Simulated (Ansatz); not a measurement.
The same path of CH3ClFNSiZn (9 atoms, charge 0, multiplicity 1) was run twice with different band settings. The coordinate that changes most is the height of N1 over the plane of its neighbours.

The calculation used RKS PBE0-D4/def2-SVP in Ansatz 0.2.0.

Relaxed end points:

```xyz
9
Properties=species:S:1:pos:R:3
N 0.484 -1.271 -0.520
C 0.283 -0.311 0.418
Zn 1.359 1.601 0.344
Si -1.516 0.485 0.376
F -1.507 0.738 -1.270
Cl -0.912 2.507 1.060
H 1.093 -2.064 -0.370
H 0.186 -1.092 -1.472
H 0.619 -0.639 1.416
```

```xyz
9
Properties=species:S:1:pos:R:3
N 0.483 -1.263 -0.524
C 0.286 -0.313 0.423
Zn 1.368 1.600 0.361
Si -1.513 0.484 0.383
F -1.506 0.718 -1.267
Cl -0.914 2.515 1.043
H 0.172 -1.077 -1.471
H 1.087 -2.062 -0.384
H 0.625 -0.648 1.418
```

Common settings: movable images 7; climbing image yes; spring 5.0 eV/Å²; optimiser quadratic models (default); start path through a guess of the saddle point; end points relaxed.

| run | force threshold | iteration limit |
| --- | --- | --- |
| 1 | 0.05 eV/Å | 58 |
| 2 | 0.5 eV/Å | 60 |

Task: What does each run give, and how far can it be trusted?

Result: Run 1: converged after 16 iterations, highest image 0.582 eV above the first end. A vibrational analysis at the climbing image gives one clearly imaginary mode, 250i cm⁻¹: a first-order saddle point.
Run 2: converged after 8 iterations, highest image 0.621 eV above the first end. The threshold of 0.5 eV/Å is loose, so the images may lie well off the minimum-energy path. The order of the stationary point at the top wasn't checked.
